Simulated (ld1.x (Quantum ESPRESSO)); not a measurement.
## Reading a pseudo-wave (europium (Eu))

Columns: radius, all-electron u(r) and pseudo u(r) of the 5p shell (level -23.77 eV) of europium in the configuration [Kr] 4d10 4f7 5s2 5p6 5d0 6s2 6p0; PBE, scalar-relativistic, PAW scheme, ld1.x (Quantum ESPRESSO) 7.5.

```json
{"r (bohr)": "0.185", "all-electron": "-0.3032", "pseudo": "-0.0230"}
{"r (bohr)": "0.370", "all-electron": "0.3199", "pseudo": "-0.0889"}
{"r (bohr)": "0.555", "all-electron": "0.3838", "pseudo": "-0.1882"}
{"r (bohr)": "0.740", "all-electron": "-0.0567", "pseudo": "-0.3074"}
{"r (bohr)": "0.925", "all-electron": "-0.4943", "pseudo": "-0.4301"}
{"r (bohr)": "1.110", "all-electron": "-0.7695", "pseudo": "-0.5404"}
{"r (bohr)": "1.295", "all-electron": "-0.8888", "pseudo": "-0.6251"}
{"r (bohr)": "1.480", "all-electron": "-0.8982", "pseudo": "-0.6751"}
{"r (bohr)": "1.665", "all-electron": "-0.8422", "pseudo": "-0.6871"}
{"r (bohr)": "1.850", "all-electron": "-0.7536", "pseudo": "-0.6634"}
{"r (bohr)": "2.035", "all-electron": "-0.6537", "pseudo": "-0.6109"}
{"r (bohr)": "2.220", "all-electron": "-0.5549", "pseudo": "-0.5397"}
{"r (bohr)": "2.405", "all-electron": "-0.4639", "pseudo": "-0.4607"}
{"r (bohr)": "2.590", "all-electron": "-0.3835", "pseudo": "-0.3834"}
{"r (bohr)": "2.775", "all-electron": "-0.3144", "pseudo": "-0.3145"}
{"r (bohr)": "2.960", "all-electron": "-0.2562", "pseudo": "-0.2562"}
{"r (bohr)": "3.145", "all-electron": "-0.2078", "pseudo": "-0.2078"}
{"r (bohr)": "3.330", "all-electron": "-0.1680", "pseudo": "-0.1680"}
{"r (bohr)": "3.515", "all-electron": "-0.1354", "pseudo": "-0.1354"}
{"r (bohr)": "3.700", "all-electron": "-0.1089", "pseudo": "-0.1089"}
{"r (bohr)": "3.885", "all-electron": "-0.0874", "pseudo": "-0.0874"}
{"r (bohr)": "4.070", "all-electron": "-0.0701", "pseudo": "-0.0701"}
{"r (bohr)": "4.255", "all-electron": "-0.0560", "pseudo": "-0.0560"}
{"r (bohr)": "4.440", "all-electron": "-0.0447", "pseudo": "-0.0447"}
{"r (bohr)": "4.625", "all-electron": "-0.0356", "pseudo": "-0.0356"}
{"r (bohr)": "4.810", "all-electron": "-0.0284", "pseudo": "-0.0284"}
```

Q: How many radial nodes do the two functions have?

A: The all-electron 5p function has n − l − 1 = 3 (the table is too coarse to show those close to the nucleus); the pseudo-wave has 0, since the states of the same l below it are removed with the core.

Q: At about which radius was the pseudo-wave matched?

A: 2.90 bohr. The columns agree to 0.0005 from 2.59 bohr on; several derivatives are matched, so the curves merge somewhat inside the radius.

Q: Where does each function peak?

A: Outermost all-electron maximum near 1.48 bohr, pseudo maximum near 1.67 bohr (to the table’s step).

Q: Is the pseudo-wave norm-conserving?

A: No, it belongs to a PAW set: the norm inside the radius is not constrained, and the difference is carried by the augmentation charge.
